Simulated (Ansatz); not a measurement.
Geometry optimisation, RKS PBE/6-31G (Ansatz).

The input (input.yaml):

```yaml
crystal:
  periodic: [false, false, false]
  atoms:
    - { symbol: Si, position_ang: [0.2396, 1.2028, 0.2166] }
    - { symbol: "N", position_ang: [-0.3922, -0.3856, 0.3266] }
    - { symbol: C, position_ang: [-0.0268, -1.3743, -0.5274] }
    - { symbol: S, position_ang: [-0.5164, -2.9104, -0.343] }
    - { symbol: H, position_ang: [-0.1724, 1.7678, -1.1462] }
    - { symbol: H, position_ang: [-0.48262, -0.04436, -0.65165] }
    - { symbol: H, position_ang: [1.6883, 1.2373, 0.3741] }
    - { symbol: H, position_ang: [-1.0113, -0.5688, 1.0579] }
    - { symbol: H, position_ang: [0.7328, -1.0679, -1.2522] }
basis:
  gaussian: { orbitals: "6-31G" }
hamiltonian:
  xc: pbe
relax:
  f_tol: 0.02
  max_steps: 50
```

Run as:

```bash
$ ansatz run input.yaml --threads 1 --pin off --max-ram 2048MiB --backend cpu --events-out ev --progress --plain --runs-dir out
```

Question: Where does it end, and by what steps?

Answer: It converged. Limits of this set-up: no polarisation functions. After 18 steps the energy has fallen by 5.002 eV; S4 moved furthest, 1.21 Å. The start is strongly strained (largest force component 9 eV/Å), so its close contacts needn't be bonds. Parted: Si1–H6.

```tsv
step	energy less start (eV)	largest force component (eV/Å)	accepted
0	0.0000	8.536	yes
1	-2.4191	4.757	yes
2	-3.7488	1.882	yes
3	-4.2755	1.694	yes
4	-4.5676	1.602	yes
5	-4.7090	1.277	yes
6	-4.8328	0.869	yes
7	-4.9060	0.295	yes
8	-4.9524	0.327	yes
9	-4.9592	0.445	yes
10	-4.9848	0.094	yes
11	-4.9884	0.145	yes
12	-4.9981	0.093	yes
13	-5.0005	0.091	yes
14	-5.0014	0.048	yes
15	-5.0019	0.033	yes
16	-5.0021	0.024	yes
17	-5.0021	0.021	yes
18	-5.0022	0.016	yes
```

```xyz
9
Properties=species:S:1:pos:R:3
Si 0.360 1.428 0.429
N -0.813 -0.295 -0.015
C 0.063 -1.245 -0.640
S 0.582 -2.662 0.103
H 0.641 1.593 -1.105
H -1.546 0.085 -0.632
H 1.608 0.539 0.692
H -1.209 -0.650 0.867
H 0.373 -0.936 -1.644
```

Whether the end is a true minimum wasn't checked by a vibrational analysis.

The run took 55 s on 1 thread of Arm Neoverse V2, on a shared host, peak memory 0.15 GiB.
